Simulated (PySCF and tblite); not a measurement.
Results of a calculation; reference values are marked as such.
System: C5H4NS (charge -1), numbered as in [CH2:1]=[CH:2]/[CH:3]=[C:4](/[S-:5])[C:6]#[N:7].

Motion: rotation about the C2–C3 bond (torsion C1–C2–C3–C4 from 180° to 360°, rising). GFN2-xTB gives an electronic barrier of 12.5 kcal/mol and a reaction energy of 2.7 kcal/mol.

The ion is treated without a counter-ion.

(1) What does PBE0/pcSseg-1 + D3(BJ) give on GFN2-xTB geometries?

Programs: tblite and PySCF.

## Answers

(1) A barrier of 12.9 kcal/mol, 0.4 above the tight-binding barrier (from unrounded values), a reaction energy of 5.4 kcal/mol and, with GFN2-xTB thermal terms, ΔG‡(298 K) = 12.4 kcal/mol and k = 1×10⁴ s⁻¹ (2 equivalent paths).
